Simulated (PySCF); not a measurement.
Electronic structure of Zn (zinc, neutral) at the M06 level

Configuration: [Ar] 3d10 4s1 4p1, high-spin 3P determinant (an excited configuration). Calculation: PySCF 2.14, in aug-cc-pVTZ-PP with one added diffuse shell each of s, p, d, f, g type with ECP10MDF (7s7p6d4f3g, 113 functions); scalar relativity through the core potential.

* Total energy: -227.0151 hartree
* One-electron energy: -406.4417 hartree
* Hartree (Coulomb) energy: 200.3691 hartree
* Exchange-correlation energy: -20.9426 hartree
* ⟨S²⟩: 2.0011
* ⟨L²⟩: 2.009
* Sum of ⟨r⟩: 20.98 bohr
* Sum of ⟨r²⟩: 40.29 bohr²
* Traceless quadrupole moment −½Σ⟨3z² − r²⟩ along its main axis: -7.19 e·bohr²
* Time after the integrals: roughly 10 core-seconds

```csv
shell,electrons,mean orbital energy (eV),spread (eV),"rms radius, mean of both spins (bohr)"
3s α,1,-140.22,0,0.734
3s β,1,-140.19,0,0.734
3p α,3,-92.153,0.229,0.777
3p β,3,-92.138,0.250,0.777
3d α,5,-15.284,0.252,1.03
3d β,5,-15.201,0.266,1.03
4s α,1,-8.747,0,2.74
4p α,1,-3.019,0,4.18
```

Energies and moments cover only the electrons outside the core potential.
